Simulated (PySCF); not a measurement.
Does the answer move with the share of exact exchange?

CH3Cl3SSi.
Bonds: S1–Si2, Si2–C3, C3–Cl4, C3–Cl5, C3–Cl6. Hydrogens: H7 on S1; H8, H9 on Si2.

Torsions of this conformer, `[SH:1][SiH2:2][C:3]([Cl:4])([Cl:5])[Cl:6]`: S1–Si2–C3–Cl4 180°, H–S1–Si2–C3 -64°.

PySCF, def2-SVPD basis, density fitting, gas phase, PBE0-D3(BJ)/def2-SVP geometry; singlet excitations by full TDDFT with frozen cores, triplets by Tamm–Dancoff TDDFT and ionisation energies by ΔSCF, from the lowest of the holes tried. One functional is left out:

| functional | exact exchange (%) | HOMO energy (eV) | LUMO energy (eV) | lowest singlet excitation (eV) | lowest triplet excitation (eV) | dipole moment (D) | mean polarisability (au) | vertical ionisation energy (eV) |
| --- | --- | --- | --- | --- | --- | --- | --- | --- |
| LDA | 0 | -6.81 | -2.33 | 4.55 | 4.45 | 0.955 | 107.7 | 9.58 |
| PBE | 0 | -6.72 | -2.19 | 4.59 | 4.47 | 0.937 | 106.5 | 10.08 |
| B3LYP | 20 | -7.68 | -1.39 | 5.49 | 5.24 | 1.005 | 102.8 | 9.81 |
| BHandHLYP | 50 | -9.02 | -0.09 | 6.35 | 5.85 | 1.093 | 98.6 | 10.02 |

Q: Predict the row of PBE0 (25 % exact exchange) by straight lines through the other rows, and check it.

A: 
| property | line | computed | computed − line | B3LYP (20 %), for comparison |
| --- | --- | --- | --- | --- |
| HOMO energy (eV) | -7.90 | -7.94 | -0.04 | -7.68 |
| LUMO energy (eV) | -1.17 | -1.17 | 0.00 | -1.39 |
| lowest singlet excitation (eV) | 5.51 | 5.73 | +0.22 | 5.49 |
| lowest triplet excitation (eV) | 5.21 | 5.37 | +0.16 | 5.24 |
| dipole moment (D) | 1.020 | 1.025 | +0.005 | 1.005 |
| mean polarisability (au) | 102.6 | 101.8 | -0.8 | 102.8 |
| vertical ionisation energy (eV) | 9.90 | 9.88 | -0.02 | 9.81 |
